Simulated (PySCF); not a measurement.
# Ni²⁺: ionisation energy

Ni²⁺ [Ar] 3d8 (3F) → Ni³⁺ [Ar] 3d7 (4F), as a difference of total energies. Computed with PySCF 2.14 in cc-pVDZ (6s5p3d1f, 43 functions), with no relativity, point nucleus. Correlated levels: valence: [Ar] frozen. The calculations carry no spin-orbit coupling.

```
           method  ionisation energy (eV)  difference from reference (eV)
              UHF                  33.155                          -2.032
           M06-2X                  35.359                          +0.172
            B3LYP                  35.970                          +0.783
    MP2 (valence)                  35.259                          +0.072
SCS-MP2 (valence)                  35.132                          -0.055
```

Reference: 35.187 ± 0.019 eV (measured; NIST Atomic Spectra Database, ionization energies).

These non-relativistic numbers lack the scalar-relativistic shift.

The reference lies between the lowest fine-structure levels, while these numbers refer to the centres of the terms.

Errors of the correlated levels include the incompleteness of this basis and the frozen core.
